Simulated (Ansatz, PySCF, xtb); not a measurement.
Process, species as SMILES: CO[Si](F)(F)OC [difluoro(dimethoxy)silane] + 2 O (H2O) + 3 [SiH4] (SiH4) -> 2 CO (CH4O) [methanol] + 2 F[SiH3] [fluorosilane] + 2 O[SiH3] [hydroxysilane]
Each molecule is optimised on its own at B3LYP-D3(BJ)/def2-TZVP (Ansatz, a first-principles code), one conformer each, not searched for the lowest. Frequencies are from Ansatz or PySCF.

Property: bond separation energy (enthalpy at 298 K, with B3LYP-D3(BJ) rigid-rotor harmonic-oscillator terms), in kcal/mol. Correlated levels leave the core frozen unless marked. Spin-orbit coupling is left out. Non-relativistic unless marked X2C. Basis-set limits of correlation are two-point, X^-3; Hartree-Fock from the larger set. [CCSD(T)-MP2]/basis is that difference in the basis named.

| level | program | bond separation energy (kcal/mol) | minus last row |
|---|---|---|---|
| GFN1-xTB | xtb | -59.1 | -84.6 |
| PBE/def2-TZVPD | Ansatz | 23.2 | -2.3 |
| revPBE/def2-TZVPD | Ansatz | 21.3 | -4.2 |
| B3LYP-D4/def2-TZVPD | Ansatz + dftd4 | 26.1 | 0.6 |
| r2SCANh-D4/def2-TZVPD | Ansatz + dftd4 | 27.6 | 2.1 |
| r2SCANh/def2-TZVPD | Ansatz | 26.8 | 1.3 |
| LC-wPBE-D3(BJ)/def2-TZVPD | Ansatz + dftd3 | 26.0 | 0.5 |
| wB97M-V/def2-TZVPD | Ansatz | 26.1 | 0.6 |
| B2GP-PLYP-D4/def2-TZVPD | Ansatz + dftd4 | 25.4 | -0.1 |
| B2GP-PLYP/def2-TZVPD | Ansatz | 24.2 | -1.3 |
| B2PLYP-D4/def2-TZVPD | Ansatz + dftd4 | 25.5 | 0.0 |
| RPA@PBE/cc-pV(Q+d)Z | Ansatz | 24.0 | -1.5 |
| MP2/STO-3G | Ansatz | 23.2 | -2.3 |
| MP2/aug-cc-pV(D+d)Z | Ansatz | 24.3 | -1.2 |
| SCS-MP2/aug-cc-pV(D+d)Z | Ansatz | 22.6 | -2.9 |
| CCSD/STO-3G | Ansatz | 21.4 | -4.1 |
| CCSD/cc-pwCVTZ | Ansatz | 26.4 | 0.9 |
| CCSD(T)/cc-pV(D+d)Z | Ansatz | 26.8 | 1.3 |
| X2C-CCSD(T)/cc-pVTZ-DK | Ansatz | 26.5 | 1.0 |
| RI-MP2/CBS(cc-pV(T+d)Z,cc-pV(Q+d)Z)+[CCSD(T)-MP2]/cc-pV(D+d)Z | Ansatz | 24.7 | -0.8 |
| RI-MP2/CBS(cc-pV(T+d)Z,cc-pV(Q+d)Z)+[CCSD(T)-MP2]/cc-pV(T+d)Z | Ansatz | 25.5 | 0.0 |
